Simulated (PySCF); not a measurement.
Electron correlation in Ne⁺ (neon, charge +1)

[He] 2s2 2p5, 2P determinant. All numbers are calculated (PySCF 2.14, the non-relativistic Hamiltonian (point nucleus), in pcseg-2). Frozen: 1s2; 7 electrons correlated.

MP2 pair energies summed by pair of shells (mhartree):

| pair | energy | share (%) |
| --- | --- | --- |
| 2p-2p | -114.44 | 63.9 |
| 2s-2p | -56.03 | 31.3 |
| 2s-2s | -8.50 | 4.7 |

Total MP2 correlation energy: -178.98 mhartree.

Same-spin part -43.71 and opposite-spin part -135.26 mhartree; SCS-MP2 scales them by 1/3 and 6/5 to -176.89 mhartree.

```
  level  correlation energy (mhartree)
   CCSD                        -191.27
    (T)                          -2.08
CCSD(T)                        -193.35
```

Diagnostics: T1 = 0.0049, D1 = 0.0073, largest double amplitude 0.027.

Cost of the coupled-cluster step: 0.39 s of wall time on 1 thread of Neoverse-V1 (shared host), for 7 correlated electrons.
